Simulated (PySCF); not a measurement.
Structure problem from calculated spectra and properties.

Formula: C5H10OSSi.

- 1H NMR: chemical shifts (computed TMS as zero) by class: 5.70 (1 H), 3.82 (3 H), 1.94 (3 H), 1.92 (1 H), 1.85 (1 H), 1.30 (1 H) ppm [GIAO PBE0/pcSseg-1]
- Dipole: 0.87 D [PBE0/pcSseg-1]
- 13C NMR: chemical shifts (computed TMS as zero) by class: 83.2 (1 C), 81.2 (1 C), 54.3 (1 C), 10.2 (1 C), 4.6 (1 C) ppm [GIAO PBE0/pcSseg-1]
- Rotational structure: rotational constants A, B, C: 2.816, 0.695, 0.580 GHz [GFN2-xTB]
- NMR, other nuclei: isotropic shieldings of nuclei other than C and H, by class: 315 (1 O), 348 (1 Si), 751 (1 S) ppm [GIAO PBE0/pcSseg-1]

Electronic properties: PySCF, gas phase, density fitting. Levels stand in brackets. Geometry: GFN2-xTB, one conformer, isolated molecule. GFN2-xTB frequencies show an imaginary mode (41i cm⁻¹), so this geometry is no minimum at that level. NMR classes are plain means over equivalent atoms (diastereotopic ones count apart unless rotation or inversion swaps them), as if these changed places fast.

**Question.** Give a SMILES that accounts for the data.

**Answer.** Numbering: `[CH3:1][C:2]#[C:3][CH2:4][Si@H:5]([SH:6])[O:7][CH3:8]`. Its formula, C5H10OSSi, gives 2 degrees of unsaturation: 0 rings and 2 π bonds in the structure found. 5 carbons fall into 5 classes; from least to most shielded: alkyne carbon [C2] (83.2 ppm), alkyne carbon [C3] (81.2 ppm), methoxy carbon [C8] (54.3 ppm), sp3 carbon bound to silicon [C4] (10.2 ppm), propargylic carbon [C1] (4.6 ppm). Hydrogen classes from least to most shielded: 1 H on an oxygen-bound silicon, Si5 (5.70 ppm), 3 H on a methoxy carbon, C8 (3.82 ppm), 3 H on a propargylic carbon, C1 (1.94 ppm), 1 H on an sp3 carbon bound to silicon, C4 (1.92 ppm), 1 H on an sp3 carbon bound to silicon, C4 (1.85 ppm), 1 H on a sulfur bonded to Si and H, S6 (1.30 ppm). The other shieldings belong to: 315 ppm, silyl ether oxygen [O7]; 348 ppm, oxygen-bound silicon [Si5]; 751 ppm, sulfur bonded to Si and H [S6]. The optimised geometry has point group C1 and is an asymmetric top. Structure: `CC#CC[Si@H](S)OC`. Computed isomers that give other values at the same levels: `CCC#C[Si@H](O)SC` (13C chemical shifts (computed TMS as zero) by class: 117.8 (1 C), 86.7 (1 C), 16.6 (1 C), 16.4 (1 C), 12.6 (1 C) ppm); `C=CO[Si@@H](C)SC=C` (13C chemical shifts (computed TMS as zero) by class: 154.4 (1 C), 133.1 (1 C), 122.2 (1 C), 99.9 (1 C), 1.5 (1 C) ppm); `C/C=C/[Si@@H]1OCCS1` (13C chemical shifts (computed TMS as zero) by class: 158.4 (1 C), 131.2 (1 C), 70.3 (1 C), 37.0 (1 C), 26.7 (1 C) ppm). The assignments are read from this structure; whether some other isomer fits the data as well wasn't checked. The mirror image fits equally.

Conformer computed: `[CH3:1][C:2]#[C:3][CH2:4][Si@H:5]([SH:6])[O:7][CH3:8]`: C3–C4–Si5–S6 -44°, C4–Si5–O7–C8 167°, H–S6–Si5–C4 36°.
